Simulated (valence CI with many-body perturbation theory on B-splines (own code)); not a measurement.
**Level structure of Os44+**

Calculated by configuration interaction combined with many-body perturbation theory (CI+MBPT): four valence electrons over a frozen Dirac-Fock core [Ar] 3d10, radial functions for each j: 9 s, 9 p, 8 d, 6 f, 3 g, 1 h, with the one-electron correlation potential Σ1, the two-electron term Σ2, the three-electron term Σ3, Breit, model QED; selected CI, second order for the rest, scaled by the run's own slope (own B-spline code, finite nucleus).

No measured spectrum was set against this ion. As an estimate, large intervals hold to a few tenths of a per cent, small ones and those within an open d or f shell to about a per cent.

Levels 1 to 33 of 33, with energies above the lowest level, (4s^2 4p1/2^2) J=0. "Leading %" is the weight of the configuration and term that name the level; weights of strongly mixed levels are sums over their largest components and can fall short, so below about 35 % the name and the second component can differ from the true leading terms, or belong to a minority configuration. In the jj column 3d3/2^4 stands for four electrons in 3d with j = 3/2.

| No. | Configuration | Term | J | E (eV) | Leading % | g | Leading jj |
| --- | --- | --- | --- | --- | --- | --- | --- |
| 1 | 4s2 4p2 | 3P | 0 | 0.00 | 70 |  | 4s^2 4p1/2^2 (99 %) |
| 2 | 4s2 4p2 | 3P | 1 | 106.22 | 99 | 1.496 | 4s^2 4p1/2 4p3/2 (99 %) |
| 3 | 4s2 4p2 | 1D | 2 | 110.68 | 63 | 1.175 | 4s^2 4p1/2 4p3/2 (99 %) |
| 4 | 4s 4p3 | 3P° | 2 | 207.49 | 45 | 1.560 | 4s 4p1/2^2 4p3/2 (97 %) |
| 5 | 4s2 4p2 | 3P | 2 | 220.29 | 63 | 1.315 | 4s^2 4p3/2^2 (99 %) |
| 6 | 4s 4p3 | 3D° | 1 | 222.75 | 36 | 1.068 | 4s 4p1/2^2 4p3/2 (94 %) |
| 7 | 4s2 4p2 | 1S | 0 | 229.93 | 69 |  | 4s^2 4p3/2^2 (99 %) |
| 8 | 4s2 4p 4d | 3F° | 2 | 266.42 | 74 | 0.762 | 4s^2 4p1/2 4d3/2 (98 %) |
| 9 | 4s2 4p 4d | 3D° | 1 | 285.49 | 51 | 0.860 | 4s^2 4p1/2 4d3/2 (93 %) |
| 10 | 4s2 4p 4d | 3P° | 2 | 295.82 | 32 | 1.383 | 4s^2 4p1/2 4d5/2 (72 %) |
| 11 | 4s2 4p 4d | 3F° | 3 | 298.48 | 47 | 1.143 | 4s^2 4p1/2 4d5/2 (87 %) |
| 12 | 4s 4p3 | 3D° | 2 | 314.60 | 42 | 1.439 | 4s 4p1/2 4p3/2^2 (72 %) |
| 13 | 4s 4p3 | 3D° | 3 | 321.32 | 86 | 1.292 | 4s 4p1/2 4p3/2^2 (86 %) |
| 14 | 4s 4p3 | 3P° | 0 | 325.88 | 96 |  | 4s 4p1/2 4p3/2^2 (96 %) |
| 15 | 4s 4p3 | 3P° | 1 | 333.15 | 47 | 1.282 | 4s 4p1/2 4p3/2^2 (94 %) |
| 16 | 4s 4p3 | 1D° | 2 | 335.64 | 68 | 1.092 | 4s 4p1/2 4p3/2^2 (89 %) |
| 17 | 4s 4p3 | 3S° | 1 | 337.22 | 38 | 1.360 | 4s 4p1/2 4p3/2^2 (96 %) |
| 18 | 4s 4p2 4d | 5F | 1 | 368.96 | 43 | 0.423 | 4s 4p1/2^2 4d3/2 (97 %) |
| 19 | 4s 4p2 4d | 3D | 2 | 372.49 | 29 | 1.155 | 4s 4p1/2^2 4d3/2 (94 %) |
| 20 | 4s2 4p 4d | 3D° | 2 | 389.25 | 50 | 1.049 | 4s^2 4p3/2 4d3/2 (91 %) |
| 21 | 4s2 4p 4d | 3P° | 1 | 390.78 | 55 | 1.125 | 4s^2 4p3/2 4d3/2 (93 %) |
| 22 | 4s2 4p 4d | 3P° | 0 | 391.36 | 95 |  | 4s^2 4p3/2 4d3/2 (95 %) |
| 23 | 4s2 4p 4d | 3F° | 3 | 391.63 | 41 | 1.112 | 4s^2 4p3/2 4d3/2 (92 %) |
| 24 | 4s 4p2 4d | 3D | 3 | 399.05 | 31 | 1.358 | 4s 4p1/2^2 4d5/2 (95 %) |
| 25 | 4s2 4p 4d | 3F° | 4 | 402.39 | 99 | 1.246 | 4s^2 4p3/2 4d5/2 (99 %) |
| 26 | 4s2 4p 4d | 3P° | 2 | 404.57 | 40 | 1.278 | 4s^2 4p3/2 4d5/2 (85 %) |
| 27 | 4s 4p2 4d | 3F | 2 | 406.26 | 24 | 1.051 | 4s 4p1/2^2 4d5/2 (87 %) |
| 28 | 4s2 4p 4d | 3D° | 3 | 421.45 | 55 | 1.183 | 4s^2 4p3/2 4d5/2 (93 %) |
| 29 | 4s2 4p 4d | 1P° | 1 | 423.55 | 62 | 1.097 | 4s^2 4p3/2 4d5/2 (93 %) |
| 30 | 4p4 | 3P | 2 | 437.97 | 55 | 1.261 | 4p1/2^2 4p3/2^2 (80 %) |
| 31 | 4s 4p3 | 3P° | 2 | 441.08 | 44 | 1.399 | 4s 4p3/2^3 (85 %) |
| 32 | 4p4 | 1S | 0 | 444.34 | 55 |  | 4p1/2^2 4p3/2^2 (87 %) |
| 33 | 4s 4p3 | 1P° | 1 | 455.09 | 39 | 1.175 | 4s 4p3/2^3 (92 %) |

The ionisation energy to 4s2 4p 2P°_1/2 of the next ion comes out as 2338.1 eV (NIST: 2336 ± 4 eV (theoretical)). All 33 levels together are meant to be complete up to 458.72 eV.
